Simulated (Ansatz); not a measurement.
A run for Ansatz (a program for electronic structure): R-BLYP/def2-TZVPP on AlH5N2O (SMILES [NH2][Al]([NH2])[OH]), a point of a torsion scan.

Ansatz 0.2 input:
```yaml
crystal:
  periodic: [false, false, false]
  atoms:
    - {symbol: N, position_ang: [1.14843874, -1.19173958, 0.15695080]}
    - {symbol: Al, position_ang: [0.47533969, 0.18454471, -0.75953875]}
    - {symbol: N, position_ang: [1.00430973, 1.84334379, -0.38687201]}
    - {symbol: O, position_ang: [-0.62402496, -0.08454388, -1.95222155]}
    - {symbol: H, position_ang: [2.07240764, -1.19532595, 0.55983112]}
    - {symbol: H, position_ang: [0.86058979, -2.14571518, -0.01080000]}
    - {symbol: H, position_ang: [1.62466602, 2.09079703, 0.36719129]}
    - {symbol: H, position_ang: [0.65223968, 2.68057407, -0.82640763]}
    - {symbol: H, position_ang: [-1.26912027, -0.17566184, -2.63575217]}
basis:
  gaussian:
    orbitals: def2-TZVPP
hamiltonian:
  xc: {name: BLYP}
scf: {lower_state_search: off}
```

Output:

```
WARN ansatz: RAYON_NUM_THREADS=1 ignored (pool sized by the plan → 1); use --threads N
Functional definition: BLYP
these checks for a lower state are left out or cut short: stability, starts, cluster_reference, orbital_swaps, neighbouring_geometries, increment
integrals: 0.10 GiB planned
1025 factors; their error is unknown
mean field: 0.76 GiB planned
mean field evaluation 1: about -11680.9442 eV, gradient 1.3e2 eV
mean field evaluation 2: about -11565.6890 eV, gradient 2.3e2 eV
mean field evaluation 4: about -11710.2884 eV, gradient 9.3e0 eV
mean field evaluation 8: about -11710.4521 eV, gradient 1.8e-1 eV
mean field evaluation 16: about -11710.4394 eV, gradient 1.7e-4 eV
mean field -11710.43944888 eV, -430.3507121255 hartree, gradient 1.1e-6 eV, S^2 0.000000; 0 other end points of the search recorded, 0 dependent functions left out
reference -11710.43977964 eV, -430.3507242807 hartree; 20, 20 occupied and 185, 185 virtual orbitals, 1025 factors
Total energy: -11710.43977964 eV, -430.3507242807 hartree
Checks for a lower state left out: stability, starts, cluster_reference, orbital_swaps, neighbouring_geometries, increment
```

Self-consistency was reached.

Cost: around 3 core-seconds (rough).
